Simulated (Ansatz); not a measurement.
Ansatz (a program for electronic structure) input (B3LYP-D3(BJ)/def2-TZVP):

Ansatz 0.2 input:
```yaml
crystal:
  periodic: [false, false, false]
  atoms:
    - {symbol: Si, position_ang: [-0.23449815, 0.40958936, 0.22496812]}
    - {symbol: O, position_ang: [-1.43753368, -0.60604759, -0.15234197]}
    - {symbol: C, position_ang: [-2.75241312, -0.53599945, 0.03563082]}
    - {symbol: O, position_ang: [1.00222039, -0.45756354, -0.33794097]}
    - {symbol: C, position_ang: [2.34527601, -0.10178178, -0.31739967]}
    - {symbol: H, position_ang: [-0.14828428, 0.63414280, 1.67142725]}
    - {symbol: H, position_ang: [-0.37634181, 1.69585436, -0.46471829]}
    - {symbol: H, position_ang: [-3.33597713, -1.36346947, -0.31333308]}
    - {symbol: H, position_ang: [-3.18800978, 0.31351691, 0.52392262]}
    - {symbol: H, position_ang: [2.91614099, -0.90189610, -0.78936862]}
    - {symbol: H, position_ang: [2.51148347, 0.82959370, -0.86405003]}
    - {symbol: H, position_ang: [2.69723209, 0.03468824, 0.70805049]}
basis:
  gaussian:
    orbitals: def2-TZVP
hamiltonian:
  xc: b3lyp
  dispersion: d3bj
magnetization: {spin_polarized: true, initial_magnetization: 1}
relax: {f_tol: 0.002, max_steps: 150}
```

Output:

```
Functional definition: B3LYP
integrals: 0.12 GiB planned
1231 factors; their error is unknown
0.26 GiB of the device are held for the grids
1.01 GiB of device memory are held for the factors and their scratch space
mean field: 1.09 GiB planned
mean field evaluation 1: about -14153.8946 eV, gradient 5.1e1 eV
mean field evaluation 2: about -14139.3236 eV, gradient 8.1e1 eV
mean field evaluation 4: about -14163.3068 eV, gradient 3.9e0 eV
mean field evaluation 8: about -14163.3612 eV, gradient 4.0e-2 eV
mean field evaluation 16: about -14163.3820 eV, gradient 2.8e-4 eV
mean field -14163.38199788 eV, -520.4946881369 hartree, gradient 3.0e-5 eV, S^2 0.753846; 0 other end points of the search recorded, 0 dependent functions left out
the calculation of the forces begins
reference -14163.38229742 eV, -520.4946991449 hartree; 25, 24 occupied and 178, 179 virtual orbitals, 1231 factors
relax step   1: F+E_penalty+E_count = -14163.75567008 eV  Δ(F+E_penalty+E_count) = +0.000e0 eV  max|allowed force component| = 7.047e-1 eV/Å  Δτ_max = 0.0000 Å  (30 SCF iters, accepted)
these checks for a lower state are left out or cut short: starts, cluster_reference, orbital_swaps, neighbouring_geometries, increment
integrals: 0.12 GiB planned
1231 factors; their error is unknown
0.26 GiB of the device are held for the grids
1.01 GiB of device memory are held for the factors and their scratch space
mean field: 1.08 GiB planned
mean field -14163.45305228 eV, -520.4972993382 hartree, gradient 2.3e-5 eV, S^2 0.753933; 0 other end points of the search recorded, 0 dependent functions left out
the calculation of the forces begins
reference -14163.45335232 eV, -520.4973103642 hartree; 25, 24 occupied and 178, 179 virtual orbitals, 1231 factors
relax step   2: F+E_penalty+E_count = -14163.82310776 eV  Δ(F+E_penalty+E_count) = -6.744e-2 eV  max|allowed force component| = 3.613e-1 eV/Å  Δτ_max = 0.0650 Å  (33 SCF iters, accepted)
these checks for a lower state are left out or cut short: starts, cluster_reference, orbital_swaps, neighbouring_geometries, increment
integrals: 0.11 GiB planned
1231 factors; their error is unknown
0.25 GiB of the device are held for the grids
1.00 GiB of device memory are held for the factors and their scratch space
mean field: 1.08 GiB planned
mean field evaluation 32: about -14163.4746 eV, gradient 1.9e-5 eV
mean field -14163.47458212 eV, -520.4980905451 hartree, gradient 1.9e-5 eV, S^2 0.753993; 0 other end points of the search recorded, 0 dependent functions left out
the calculation of the forces begins
reference -14163.47488172 eV, -520.4981015551 hartree; 25, 24 occupied and 178, 179 virtual orbitals, 1231 factors
relax step   3: F+E_penalty+E_count = -14163.84306861 eV  Δ(F+E_penalty+E_count) = -1.996e-2 eV  max|allowed force component| = 1.075e-1 eV/Å  Δτ_max = 0.0676 Å  (32 SCF iters, accepted)
these checks for a lower state are left out or cut short: starts, cluster_reference, orbital_swaps, neighbouring_geometries, increment
integrals: 0.11 GiB planned
1231 factors; their error is unknown
0.26 GiB of the device are held for the grids
1.00 GiB of device memory are held for the factors and their scratch space
mean field: 1.08 GiB planned
mean field -14163.47493874 eV, -520.4981036505 hartree, gradient 4.7e-5 eV, S^2 0.753546; 0 other end points of the search recorded, 0 dependent functions left out
the calculation of the forces begins
reference -14163.47523856 eV, -520.4981146686 hartree; 25, 24 occupied and 178, 179 virtual orbitals, 1231 factors
relax step   4: F+E_penalty+E_count = -14163.84611270 eV  Δ(F+E_penalty+E_count) = -3.044e-3 eV  max|allowed force component| = 2.681e-1 eV/Å  Δτ_max = 0.1323 Å  (32 SCF iters, accepted)
these checks for a lower state are left out or cut short: starts, cluster_reference, orbital_swaps, neighbouring_geometries, increment
integrals: 0.11 GiB planned
1231 factors; their error is unknown
[...]
1231 factors; their error is unknown
0.27 GiB of the device are held for the grids
1.02 GiB of device memory are held for the factors and their scratch space
mean field: 1.12 GiB planned
mean field evaluation 256: about -14163.5874 eV, gradient 1.1e-1 eV
mean field -14163.60540759 eV, -520.5028982925 hartree, gradient 2.1e-5 eV, S^2 0.753695; 0 other end points of the search recorded, 0 dependent functions left out
the calculation of the forces begins
reference -14163.60570282 eV, -520.5029091420 hartree; 25, 24 occupied and 178, 179 virtual orbitals, 1231 factors
relax step  35: F+E_penalty+E_count = -14163.99305227 eV  Δ(F+E_penalty+E_count) = +1.750e-3 eV  max|allowed force component| = 1.574e-1 eV/Å  Δτ_max = 0.1100 Å  (32 SCF iters, rejected (line search))
these checks for a lower state are left out or cut short: starts, cluster_reference, orbital_swaps, neighbouring_geometries, increment
integrals: 0.12 GiB planned
1231 factors; their error is unknown
0.27 GiB of the device are held for the grids
1.02 GiB of device memory are held for the factors and their scratch space
mean field: 1.12 GiB planned
mean field -14163.60950253 eV, -520.5030487785 hartree, gradient 1.9e-5 eV, S^2 0.753726; 0 other end points of the search recorded, 0 dependent functions left out
the calculation of the forces begins
reference -14163.60979735 eV, -520.5030596130 hartree; 25, 24 occupied and 178, 179 virtual orbitals, 1231 factors
relax step  36: F+E_penalty+E_count = -14163.99540674 eV  Δ(F+E_penalty+E_count) = -6.049e-4 eV  max|allowed force component| = 4.533e-2 eV/Å  Δτ_max = 0.0536 Å  (32 SCF iters, accepted)
these checks for a lower state are left out or cut short: starts, cluster_reference, orbital_swaps, neighbouring_geometries, increment
integrals: 0.12 GiB planned
1231 factors; their error is unknown
0.27 GiB of the device are held for the grids
1.02 GiB of device memory are held for the factors and their scratch space
mean field: 1.12 GiB planned
mean field -14163.60874581 eV, -520.5030209698 hartree, gradient 1.7e-5 eV, S^2 0.753725; 0 other end points of the search recorded, 0 dependent functions left out
the calculation of the forces begins
reference -14163.60904053 eV, -520.5030318005 hartree; 25, 24 occupied and 178, 179 virtual orbitals, 1231 factors
relax step  37: F+E_penalty+E_count = -14163.99566284 eV  Δ(F+E_penalty+E_count) = -2.561e-4 eV  max|allowed force component| = 2.215e-2 eV/Å  Δτ_max = 0.0377 Å  (33 SCF iters, accepted)
these checks for a lower state are left out or cut short: starts, cluster_reference, orbital_swaps, neighbouring_geometries, increment
integrals: 0.12 GiB planned
1231 factors; their error is unknown
0.27 GiB of the device are held for the grids
1.02 GiB of device memory are held for the factors and their scratch space
mean field: 1.12 GiB planned
mean field -14163.60856015 eV, -520.5030141470 hartree, gradient 1.5e-5 eV, S^2 0.753730; 0 other end points of the search recorded, 0 dependent functions left out
the calculation of the forces begins
reference -14163.60885487 eV, -520.5030249776 hartree; 25, 24 occupied and 178, 179 virtual orbitals, 1231 factors
relax step  38: F+E_penalty+E_count = -14163.99581253 eV  Δ(F+E_penalty+E_count) = -1.497e-4 eV  max|allowed force component| = 2.621e-2 eV/Å  Δτ_max = 0.0327 Å  (33 SCF iters, accepted)
these checks for a lower state are left out or cut short: starts, cluster_reference, orbital_swaps, neighbouring_geometries, increment
integrals: 0.12 GiB planned
1231 factors; their error is unknown
0.27 GiB of the device are held for the grids
1.02 GiB of device memory are held for the factors and their scratch space
mean field: 1.12 GiB planned
mean field evaluation 288: about -14163.6084 eV, gradient 1.4e-5 eV
mean field -14163.60836731 eV, -520.5030070602 hartree, gradient 1.4e-5 eV, S^2 0.753736; 0 other end points of the search recorded, 0 dependent functions left out
the calculation of the forces begins
reference -14163.60866201 eV, -520.5030178901 hartree; 25, 24 occupied and 178, 179 virtual orbitals, 1231 factors
relax step  39: F+E_penalty+E_count = -14163.99594954 eV  Δ(F+E_penalty+E_count) = -1.370e-4 eV  max|allowed force component| = 4.145e-2 eV/Å  Δτ_max = 0.0440 Å  (32 SCF iters, accepted)
these checks for a lower state are left out or cut short: starts, cluster_reference, orbital_swaps, neighbouring_geometries, increment
integrals: 0.12 GiB planned
1231 factors; their error is unknown
0.27 GiB of the device are held for the grids
1.02 GiB of device memory are held for the factors and their scratch space
mean field: 1.12 GiB planned
mean field -14163.60840300 eV, -520.5030083716 hartree, gradient 1.5e-5 eV, S^2 0.753737; 0 other end points of the search recorded, 0 dependent functions left out
the calculation of the forces begins
reference -14163.60869765 eV, -520.5030191999 hartree; 25, 24 occupied and 178, 179 virtual orbitals, 1231 factors
relax step  40: F+E_penalty+E_count = -14163.99603126 eV  Δ(F+E_penalty+E_count) = -8.172e-5 eV  max|allowed force component| = 3.017e-2 eV/Å  Δτ_max = 0.0192 Å  (33 SCF iters, accepted)
these checks for a lower state are left out or cut short: starts, cluster_reference, orbital_swaps, neighbouring_geometries, increment
integrals: 0.12 GiB planned
1231 factors; their error is unknown
0.27 GiB of the device are held for the grids
1.02 GiB of device memory are held for the factors and their scratch space
mean field: 1.12 GiB planned
mean field -14163.60834665 eV, -520.5030063009 hartree, gradient 1.5e-5 eV, S^2 0.753741; 0 other end points of the search recorded, 0 dependent functions left out
the calculation of the forces begins
reference -14163.60864122 eV, -520.5030171260 hartree; 25, 24 occupied and 178, 179 virtual orbitals, 1231 factors
relax step  41: F+E_penalty+E_count = -14163.99608019 eV  Δ(F+E_penalty+E_count) = -4.893e-5 eV  max|allowed force component| = 8.025e-3 eV/Å  Δτ_max = 0.0200 Å  (33 SCF iters, accepted)
these checks for a lower state are left out or cut short: starts, cluster_reference, orbital_swaps, neighbouring_geometries, increment
integrals: 0.12 GiB planned
1231 factors; their error is unknown
0.27 GiB of the device are held for the grids
1.02 GiB of device memory are held for the factors and their scratch space
mean field: 1.12 GiB planned
mean field -14163.60823543 eV, -520.5030022135 hartree, gradient 1.4e-5 eV, S^2 0.753741; 0 other end points of the search recorded, 0 dependent functions left out
the calculation of the forces begins
reference -14163.60852996 eV, -520.5030130373 hartree; 25, 24 occupied and 178, 179 virtual orbitals, 1231 factors
relax step  42: F+E_penalty+E_count = -14163.99608739 eV  Δ(F+E_penalty+E_count) = -7.194e-6 eV  max|allowed force component| = 4.175e-3 eV/Å  Δτ_max = 0.0101 Å  (34 SCF iters, accepted)
these checks for a lower state are left out or cut short: starts, cluster_reference, orbital_swaps, neighbouring_geometries, increment
integrals: 0.12 GiB planned
1231 factors; their error is unknown
0.27 GiB of the device are held for the grids
1.02 GiB of device memory are held for the factors and their scratch space
mean field: 1.12 GiB planned
mean field -14163.60820354 eV, -520.5030010417 hartree, gradient 2.6e-5 eV, S^2 0.753742; 0 other end points of the search recorded, 0 dependent functions left out
the calculation of the forces begins
reference -14163.60849807 eV, -520.5030118654 hartree; 25, 24 occupied and 178, 179 virtual orbitals, 1231 factors
relax step  43: F+E_penalty+E_count = -14163.99608989 eV  Δ(F+E_penalty+E_count) = -2.501e-6 eV  max|allowed force component| = 1.686e-3 eV/Å  Δτ_max = 0.0027 Å  (25 SCF iters, accepted)
integrals: 0.12 GiB planned
1231 factors; their error is unknown
0.27 GiB of the device are held for the grids
1.02 GiB of device memory are held for the factors and their scratch space
mean field: 1.12 GiB planned
mean field evaluation 320: about -14141.1738 eV, gradient 7.8e1 eV
mean field -14163.60820354 eV, -520.5030010417 hartree, gradient 2.7e-5 eV, S^2 0.753742; 1 other end points of the search recorded, 0 dependent functions left out
the calculation of the forces begins
reference -14163.60849807 eV, -520.5030118654 hartree; 25, 24 occupied and 178, 179 virtual orbitals, 1231 factors
Total energy: -14163.99638441 eV, -520.5172664257 hartree
Atom 0 at    -0.318828     1.086421     0.356033 Å, force     0.000091     0.001686    -0.000023 eV/Å
Atom 1 at    -1.412893     0.204277    -0.525090 Å, force     0.000332     0.000368    -0.000506 eV/Å
Atom 2 at    -2.013250    -0.944286    -0.123882 Å, force    -0.000734    -0.000525    -0.001202 eV/Å
Atom 3 at     1.026531     0.230593     0.710647 Å, force     0.000608    -0.000753     0.000580 eV/Å
Atom 4 at     1.907994    -0.324789    -0.257653 Å, force    -0.000466    -0.000394    -0.000034 eV/Å
Atom 5 at    -0.894928     1.456313     1.661642 Å, force    -0.000072    -0.000129    -0.000013 eV/Å
Atom 6 at    -0.021257     2.237124    -0.518046 Å, force    -0.000178    -0.000238    -0.000133 eV/Å
Atom 7 at    -2.781702    -1.322127    -0.780332 Å, force     0.000583     0.000147     0.000619 eV/Å
Atom 8 at    -1.933972    -1.251051     0.911335 Å, force    -0.000093    -0.000468     0.000788 eV/Å
Atom 9 at     1.440952    -1.172154    -0.764935 Å, force    -0.000620    -0.000561    -0.000273 eV/Å
Atom 10 at     2.198544     0.419881    -1.005029 Å, force    -0.000163     0.000889    -0.000260 eV/Å
Atom 11 at     2.802105    -0.669574     0.260156 Å, force     0.000711    -0.000022     0.000457 eV/Å
Dipole moment:     0.135938    -0.070911    -0.064335 e Å
```

It need not be the lowest isomer of its formula.
